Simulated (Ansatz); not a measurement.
`[BH3-][P+](CC)(CC)CC`, charge 0, multiplicity 1.

(1) Give a relaxed structure at PBE0-D4/def2-TZVP (Ansatz 0.2.0). (Estimate.)

Answers

(1) Ansatz gave: 
Z-matrix (Å, degrees):
```
B
P 1 1.899
H 1 1.213 2 105.9
H 1 1.213 2 106.0 3 -119.6
H 1 1.215 2 105.1 3 120.2
C 2 1.822 1 113.8 3 -60.9
C 2 1.822 1 113.8 3 -178.9
C 2 1.822 1 112.8 3 60.1
C 6 1.521 2 113.4 1 62.0
H 6 1.094 2 109.2 1 -173.2
H 6 1.094 2 105.2 1 -58.7
C 7 1.521 2 113.4 1 -61.4
H 7 1.094 2 109.2 1 173.8
H 7 1.094 2 105.3 1 59.3
C 8 1.519 2 116.6 1 -179.9
H 8 1.094 2 105.6 1 55.8
H 8 1.094 2 105.6 1 -55.6
H 9 1.093 6 111.6 2 65.5
H 9 1.091 6 110.9 2 -54.8
H 9 1.092 6 110.5 2 -174.9
H 12 1.091 7 110.9 2 55.0
H 12 1.093 7 111.6 2 -65.3
H 12 1.092 7 110.5 2 175.1
H 15 1.092 8 111.8 2 60.3
H 15 1.092 8 111.8 2 -60.5
H 15 1.092 8 110.6 2 179.9
```
Point group Cs.
This is one stationary point; other conformers may exist.
